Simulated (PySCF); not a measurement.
HAlClFO (SMILES [OH][Al]([F])[Cl]), singlet, geometry from GFN2-xTB (such geometries of metal compounds can be far from the true shape); PySCF with B3LYP/cc-pVDZ, polarisability.

PySCF was given this input:
```python
from pyscf import gto, scf, dft
from pyscf.prop import polarizability

mol = gto.Mole()
mol.atom = '''
    Al    0.16579462    0.13286109   -0.31624828
    F     1.80862672    0.25315445   -0.46576769
    Cl   -0.66711308   -0.57558256    1.37474260
    O    -0.76815810    0.60437132   -1.57810946
    H    -0.94678340    0.94434883   -2.44261155
'''
mol.basis = 'cc-pvdz'
mol.verbose = 4
mol.build()

mf = dft.RKS(mol)
mf.xc = 'b3lyp'
mf.kernel()
alpha = mf.Polarizability().polarizability()[2, 2]
print('alpha_zz =', alpha)
```

The log (banner, timings and long lists left out):

```
site-packages/pyscf/prop/efg/rhf.py:45: UserWarning: Module EFG is under testing
  warnings.warn('Module EFG is under testing')
site-packages/pyscf/prop/efg/dhf.py:30: UserWarning: Module EFG is under testing
  warnings.warn('Module EFG is under testing')
site-packages/pyscf/prop/zfs/uhf.py:40: UserWarning: Module ZFS is under testing
  warnings.warn('Module ZFS is under testing')
site-packages/pyscf/prop/gtensor/uhf.py:43: UserWarning: Module g-tensor is under testing
  warnings.warn('Module g-tensor is under testing')
site-packages/pyscf/prop/gtensor/uks.py:41: UserWarning: Module g-tensor is under testing
  warnings.warn('Module g-tensor is under testing')
site-packages/pyscf/prop/hfc/uks.py:35: UserWarning: Module HFC is under testing
  warnings.warn('Module HFC is under testing')
site-packages/pyscf/prop/magnetizability/rhf.py:39: UserWarning: Module magnetizability is under testing
  warnings.warn('Module magnetizability is under testing')
site-packages/pyscf/prop/magnetizability/uhf.py:37: UserWarning: Module magnetizability is under testing
  warnings.warn('Module magnetizability is under testing')
site-packages/pyscf/prop/magnetizability/rks.py:37: UserWarning: Module magnetizability is under testing
  warnings.warn('Module magnetizability is under testing')
site-packages/pyscf/prop/magnetizability/uks.py:39: UserWarning: Module magnetizability is under testing
  warnings.warn('Module magnetizability is under testing')
site-packages/pyscf/prop/polarizability/uhf.py:34: UserWarning: Module polarizability is under testing
  warnings.warn('Module polarizability is under testing')
site-packages/pyscf/prop/polarizability/rks.py:29: UserWarning: Module polarizability is under testing
  warnings.warn('Module polarizability is under testing')
site-packages/pyscf/prop/polarizability/uks.py:29: UserWarning: Module polarizability is under testing
  warnings.warn('Module polarizability is under testing')
PySCF version 2.14.0

[INPUT] verbose = 4
[INPUT] num. atoms = 5
[INPUT] num. electrons = 48
[INPUT] charge = 0
[INPUT] spin (= nelec alpha-beta = 2S) = 0
[INPUT] symmetry False subgroup None
[INPUT] Mole.unit = angstrom
[INPUT] Symbol           X                Y                Z      unit          X                Y                Z       unit  Magmom
[...]
nuclear repulsion = 201.271652215868
number of shells = 23
number of NR pGTOs = 141
number of NR cGTOs = 69
basis = cc-pvdz
ecp = {}

******** <class 'pyscf.dft.rks.RKS'> ********
method = RKS
initial guess = minao
damping factor = 0
level_shift factor = 0
DIIS = <class 'pyscf.scf.diis.CDIIS'>
diis_start_cycle = 1
diis_space = 8
diis_damp = 0
SCF conv_tol = 1e-09
SCF conv_tol_grad = None
SCF max_cycles = 50
direct_scf = True
direct_scf_tol = 1e-13
XC library pyscf.dft.libxc version 7.1.2
    S. Lehtola, C. Steigemann, M. J. T. Oliveira, and M. A. L. Marques,  SoftwareX 7, 1–5 (2018)
XC functionals = b3lyp
    P. J. Stephens, F. J. Devlin, C. F. Chabalowski, and M. J. Frisch,  J. Phys. Chem. 98, 11623 (1994)
radial grids:
    Treutler-Ahlrichs [JCP 102, 346 (1995); DOI:10.1063/1.469408] (M4) radial grids

becke partition: Becke, JCP 88, 2547 (1988); DOI:10.1063/1.454033
pruning grids: <function nwchem_prune>
grids dens level: 3
symmetrized grids: False
atomic radii adjust function: <function treutler_atomic_radii_adjust>
small_rho_cutoff = 0
Set gradient conv threshold to 3.16228e-05
Initial guess from minao.
tot grids = 76216
init E= -878.768288605406
[...]
cycle= 1 E= -878.324458310025  delta_E= 0.444  |g|= 1.03  |ddm|= 1.92
[...]
cycle= 2 E= -877.921684825323  delta_E= 0.403  |g|= 1.79  |ddm|=  1.6
[...]
cycle= 3 E= -878.517209640534  delta_E= -0.596  |g|= 0.11  |ddm|= 1.05
[...]
cycle= 4 E= -878.519801720186  delta_E= -0.00259  |g|= 0.0571  |ddm|= 0.136
[...]
cycle= 5 E= -878.520490339978  delta_E= -0.000689  |g|= 0.0167  |ddm|= 0.0455
[...]
cycle= 6 E= -878.520535859236  delta_E= -4.55e-05  |g|= 0.00441  |ddm|= 0.0119
[...]
cycle= 7 E= -878.520539850208  delta_E= -3.99e-06  |g|= 0.000779  |ddm|= 0.00343
[...]
cycle= 8 E= -878.520540001676  delta_E= -1.51e-07  |g|= 0.000143  |ddm|= 0.000758
[...]
cycle= 9 E= -878.520540007295  delta_E= -5.62e-09  |g|= 1.38e-05  |ddm|= 0.000136
[...]
cycle= 10 E= -878.520540007357  delta_E= -6.12e-11  |g|= 2.24e-06  |ddm|= 1.42e-05
[...]
Extra cycle  E= -878.520540007356  delta_E= 9.09e-13  |g|= 2.64e-06  |ddm|= 3.06e-06
converged SCF energy = -878.520540007356
Isotropic polarizability 29.1330953697
Polarizability anisotropy 8.97552170015
alpha_zz = 34.86668854257225
```
